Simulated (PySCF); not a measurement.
## How methods differ on the excitation energy of Ir²⁺

Ir²⁺ [Xe] 4f14 5d7 (4F) → Ir²⁺ [Xe] 4f14 5d6 6p1 (high-spin determinant), as a difference of total energies. All numbers are calculated (PySCF 2.14, the spin-free X2C one-electron Hamiltonian (Gaussian nucleus), in x2c-TZVPPall). Correlated levels: valence and next inner shell: [Kr] 4d10 4f14 frozen. The calculations carry no spin-orbit coupling.

| method | excitation energy (eV) |
| --- | --- |
| UHF | 8.705 |
| MP2 (valence and next inner shell) | 9.268 |
| SCS-MP2 (valence and next inner shell) | 9.527 |
| CCSD (valence and next inner shell) | 9.267 |
| CCSD(T) (valence and next inner shell) | 9.268 |

Task: How much does correlation contribute at CCSD(T) (valence and next inner shell)?

Result: 9.268 − (8.705) = 0.563 eV, measured against UHF.

A first-order spin-orbit estimate (lowest level to lowest level, LS coupling) adds 0.679 eV.

The basis was made for the ground configuration and has no added diffuse functions, so the excitation energy can come out too high.

The determinant of the upper state mixes LS terms, which raises its energy above the lowest term, most at the Hartree-Fock and MP2 levels.
